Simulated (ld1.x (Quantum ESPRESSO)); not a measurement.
## Configuration tests for sulfur (RRKJ)

```json
{
 "Element": "S (Z = 16)",
 "Generator": "ld1.x (Quantum ESPRESSO) 7.5",
 "Type": "norm-conserving RRKJ (Kleinman–Bylander form)",
 "Functional": "LDA (PZ)",
 "Relativity": "non-relativistic",
 "Frozen core": "[Ne]",
 "Valence charge": "6",
 "Reference configuration": "3s2 3p3 (charge +1)",
 "Partial waves": "3p (bound): rc 1.50 bohr; 3s (bound): rc 1.10 bohr",
 "Local potential": "the s channel",
 "Core correction": "none"
}
```

Energies are relative to the spin-unpolarised reference configuration 3s2 3p3; without spin polarisation the order of configurations can differ from experiment. Spin-polarised rows fill each open shell by Hund’s rule, majority spin first.

Q: Give the all-electron excitation energy and the error of the potential for: 3s2 3p4; 3s2 3p2; 3s2 3p1; 3s2 3p3.5; 3s1 3p4; 3s2 3p4.3; 3s0 3p6; 3s2 3p3 (spin-polarised); 3s2 3p4 (spin-polarised).

A:

```
   valence configuration  charge  ΔE all-electron (eV)  error AE − PS (meV)
                 3s2 3p4       0               -11.876                 +6.2
                 3s2 3p2      +2                22.386                  +18
                 3s2 3p1      +3                56.552                 +112
               3s2 3p3.5    +0.5                -7.161                 +2.1
                 3s1 3p4      +1                10.658                 +4.0
               3s2 3p4.3    -0.3               -13.621                 +8.7
                 3s0 3p6       0                 8.465                  +23
3s2 3p3 (spin-polarised)      +1                -1.964                 +209
3s2 3p4 (spin-polarised)       0               -12.582                  +73
```
